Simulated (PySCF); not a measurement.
CH8ClN3Si, SMILES NC[Si](N)(N)Cl. The structure is a stationary point at B3LYP-D3(BJ)/def2-SVP. This is a generated structure with no PubChem entry under its InChIKey; it may be hypothetical. The values are those of a single conformer.

Level of theory: B3LYP-D3(BJ)/def2-SVP (PySCF).

Harmonic wavenumbers (cm⁻¹): 81, 137, 149, 208, 234, 237, 262, 269, 328, 371, 395, 445, 477, 660, 731, 790, 821, 877, 921, 936, 1082, 1086, 1271, 1374, 1426, 1523, 1541, 1644, 3015, 3065, 3472, 3544, 3558, 3587, 3650, 3690. Rotational constants (GHz): 2.204, 1.963, 1.499; symmetry number 1.

Task: Work out the zero-point energy and the ideal-gas rigid-rotor harmonic-oscillator thermochemistry at 298.15 K and 1 atm.

Result: ZPE = ½ Σ hcν = ½ × 47855 cm⁻¹ = 286.24 kJ/mol. H − E(el) = 313.90 kJ/mol. Entropy in J/(mol K): translation 169.03, rotation 118.39, vibration 104.26, total 391.68. G − E(el) = 197.12 kJ/mol. Cp = 148.44 J/(mol K). Modes under 150 cm⁻¹ make the vibrational entropy uncertain.
